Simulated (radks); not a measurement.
Task: The mean radii <r> (bohr) of the occupied orbitals of an atom or ion are listed with their occupations. All-electron calculation, scalar-relativistic Kohn-Sham, exchange-only LDA, spin-polarised, spherical densities, finite nucleus; Fermi nuclear charge, rms radius of each element as measured or else 0.836 A^(1/3) + 0.57 fm. Program: a radial shooting solver on a logarithmic mesh with Libxc functionals.

orbital  occ.      <r>
1s up       1  0.01745
1s down     1  0.01745
2s up       1  0.07367
2s down     1  0.07367
2p up       3  0.06626
2p down     3  0.06626
3s up       1   0.1906
3s down     1   0.1906
3p up       3   0.1914
3p down     3   0.1914
3d up       5   0.1733
3d down     5   0.1733
4s up       1   0.4237
4s down     1   0.4237
4p up       3   0.4509
4p down     3   0.4508
4d up       5   0.4788
4d down     5   0.4785
5s up       1   0.9749
5s down     1   0.9725
4f up       7   0.5355
4f down     7   0.5331
5p up       3    1.127
5p down     2    1.126
5d up       5    1.662
6s up       1    2.843
5d down     3    1.728
6s down     1    2.974

Name the element and its charge. Open shells, if any, are filled with parallel spins first.

Result: Z = 77, iridium, charge 0: Ir in [Kr] 4d10 4f14 5s2 5p5 5d8 6s2. The 1s radius gives Z: for a bare nucleus <r> = (2 gamma + 1)/(2Z) with gamma = sqrt(1 - (Z/c)^2), 0.01724 bohr for Z = 77, and screening makes it slightly larger (0.01745 here). The occupations add up to 77, and the charge is Z minus that.
